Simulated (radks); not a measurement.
Fractional charge and spin in the 5s shell of strontium: the spin-up occupation runs from 0 to 1 and the spin-down occupation from 0 to 1; the fullest corner is Sr, [Kr] 5s(up 1, down 1). Calculated with a radial shooting solver on a logarithmic mesh with Libxc functionals: scalar-relativistic Kohn-Sham, PBEsol, spin-polarised, spherical densities, point nucleus. Energy (eV) above the fullest corner. The planes named below are the two flat planes that join the four corners, with an edge along up + down = one added electron.

down \ up,0,0.5,1
0,16.791,10.629,5.666
0.5,10.629,5.896,2.297
1,5.666,2.297,0.000

Corners above the fullest one (they belong to Sr+ and the next ion): (up 1, down 0) 5.666 eV, (up 0, down 1) 5.666 eV, (up 0, down 0) 16.791 eV. With half an added electron in each spin the energy lies 0.230 eV from the planes (fractional-spin error, the static-correlation error of a stretched bond), and with half an added electron in spin up alone -0.600 eV (fractional-charge error). For a frontier s shell over closed shells the exact functional lies on the planes.
